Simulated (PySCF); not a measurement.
**C$_{7}$H$_{5}$F$_{3}$O: full NMR table**

```yaml
Formula: C7H5F3O
SMILES: CC#C/C=C/C(=O)C(F)(F)F
Point_group_of_the_computed_structure: C1
Degrees_of_unsaturation: 4
Carbon_signals: 7
Proton_signals: 3
```

Structure with atom numbers: `[CH3:1][C:2]#[C:3]/[CH:4]=[CH:5]/[C:6](=[O:7])[C:8]([F:9])([F:10])[F:11]` (H(Xn): hydrogen on atom n).

How the numbers were obtained: geometry from GFN2-xTB, GIAO PBE0/pcSseg-1 shieldings, in PySCF (non-relativistic, no solvent model, one computed conformer, averaged over atoms made equivalent by symmetry, fast rotation or ring inversion).

Referencing at the same level of theory: 1H (31.72 ppm) and 13C (186.93 ppm) against TMS; 19F (170.95 ppm) against CFCl3; H2O for 17O (336.08 ppm).

| carbon | δC, type | δH (multiplicity) | HMBC from (2–3 bonds) | span of the C tensor (ppm) |
| --- | --- | --- | --- | --- |
| C1 | 7.1, CH3 | 2.46 (s) | – | 21 |
| C2 | 123.7, C | – | H(C4), H(C1) | 167 |
| C3 | 87.0, C | – | H(C4), H(C5), H(C1) | 262 |
| C4 | 142.9, CH | 7.45 (d) | H(C5) | 243 |
| C5 | 137.0, CH | 6.96 (m) | H(C4) | 216 |
| C6 | 184.6, C | – | H(C4), H(C5) | 185 |
| C8 | 127.1, C | – | H(C5) | 33 |

Other nuclei:
```json
{"atoms": "F9/F10/F11", "nucleus": "19F", "environment": "fluorine of a CF3 group", "δ (ppm)": "-93.5", "σ (ppm)": "264.4"}
{"atoms": "O7", "nucleus": "17O", "environment": "ketone oxygen", "δ (ppm)": "599.7", "σ (ppm)": "-263.6"}
```

1. Carbon types of the structure: 4 × C, 2 × CH, 1 × CH3, which accounts for all hydrogens.
2. δC 184.6: ketone carbonyl carbon; low-lying n→π* states of the double bond to the heteroatom give a large paramagnetic term (-246 ppm).
3. δC 142.9: β carbon of a C=C–C=O unit; conjugation with the carbonyl draws π density from the β position.
4. δC 137.0: α carbon of a C=C–C=O unit; as expected for a trigonal carbon in a double bond.
5. δC 127.1: CF3 carbon; 3 electronegative neighbours deshield it.
6. δC 123.7, 87.0: alkyne carbon.

Splittings by 19F in the carbon and heteronuclear signals aren't shown, as no couplings were computed. Shifts are as computed. Against solution values, carbons near 30 ppm lie about +3 ppm off and those near 130 ppm about +5 ppm. Of 1211 compounds with measured shifts, 218 miss one by over three times the rms of a fit or turn the order of signals round; such compounds aren't used in these exercises. Unscaled 19F shifts against computed CFCl3 carry errors that often reach 10 to 50 ppm. Unscaled 17O shifts of doubly bonded oxygen tend to come out too high, by tens of ppm or more. Experimental scales use liquid or dissolved standards, which lie at an offset from isolated H2O (liquid H2O: subtract about 36 ppm). No couplings were computed; multiplicities are counted from neighbouring protons, with m where these are inequivalent, close in shift, in a saturated or five-membered ring or joined by F or P, and br s for small geminal =CH2 splittings.
